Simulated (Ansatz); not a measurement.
Frontier orbitals of `[OH][GaH][BH][SiH3]`.

The species carries charge 0 and has multiplicity 1. Correlated methods include outer-core shells of Ga, which these sets cover unevenly. Scalar relativity is left out up to krypton. The geometry is a stationary point of PBE0-D4/def2-TZVP. It is one conformer, not always the lowest. Basis def2-TZVPP, Ansatz.

Orbital energies of one run (eV). Highest occupied ones, from the top: -6.68, -7.46, -7.64, -8.03, -8.92, -9.00, -10.15, -11.63, -12.62, -14.40, -20.05, -20.15, -20.25, -20.28. Empty: -3.52, -1.53, 0.18, 0.59, 0.83, 1.06.

(1) Which functional gave them?
A. r2SCAN
B. LC-ωPBE
C. ωB97M-V
D. B3LYP

Answers

(1) A. HOMO energies: r2SCAN -6.68, B3LYP -7.38, ωB97M-V -9.67, LC-ωPBE -10.20 eV.

B3LYP here is the variant with VWN-RPA as its local correlation; programs differ in this. LC-ωPBE has ω = 0.4 bohr⁻¹.
